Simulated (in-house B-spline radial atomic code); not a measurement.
P³⁺. Computed with a B-spline radial atomic code. Model: all-electron spherical atom, spin shells full or empty, radial basis limit, no spin-orbit coupling, Breit or QED, empty-state partial waves extrapolated as (l+1/2)^-4, RPA, G0W0 and static COHSEX of the highest shell as one setting changes (uncorrelated shells keep exact exchange).

Given: element P; charge 3; filled core Ne; hamiltonian non-relativistic; mean-field start PBE; highest l of empty states 9; highest mean-field shell 3s.

Shell: 3s 1 1 (electrons up and down).

| lowest nl shells left uncorrelated | RPA correlation energy (hartree) | G0W0 level (eV) | G0W0 minus most complete (meV) | COHSEX level (eV) | removal by RPA minus most complete (meV) |
| --- | --- | --- | --- | --- | --- |
| 0 | -0.74179 | -51.76 | 0 | -54.292 | 0 |
| 1 | ? | ? | ? | ? | ? |
| 2 | ? | ? | ? | ? | ? |
| 3 | -0.099946 | -51.479 | 281.8 | -53.891 | -302.4 |

Task: What follows for lowest nl shells left uncorrelated = 1?

Result: RPA correlation energy -0.61511 hartree; G0W0 level -51.757 eV; G0W0 minus most complete 3.4 meV; COHSEX level -54.282 eV; removal by RPA minus most complete -0.2 meV.

Task: What follows for lowest nl shells left uncorrelated = 2?

Result: RPA correlation energy -0.46784 hartree; G0W0 level -51.806 eV; G0W0 minus most complete -45.1 meV; COHSEX level -54.366 eV; removal by RPA minus most complete 34.9 meV.
